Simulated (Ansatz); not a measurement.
CH5ClNSc, SMILES `[CH3][Sc]([NH2])[Cl]`. Charge 0, multiplicity 1.

```xyz
9

C    -0.0264    0.1323    1.6139
Sc    0.3501    0.5315   -0.4898
N    -0.3536   -0.8039   -1.7386
Cl    1.4983    2.4251   -1.1909
H     0.5428    0.7899    2.2813
H     0.2236   -0.9032    1.8814
H    -1.0890    0.2675    1.8592
H    -0.2881   -0.7986   -2.7490
H    -0.8577   -1.6405   -1.4676
```

(1) What are the harmonic wavenumbers in cm⁻¹ at PBE0-D4/def2-TZVP (Ansatz, finite differences of forces, unscaled)? (An estimate is asked.)

Answers

(1) Ansatz gave: 12i, 65, 101, 121, 314, 375, 388, 399, 479, 539, 540, 678, 1155, 1417, 1421, 1537, 2999, 3073, 3093, 3535, 3627.
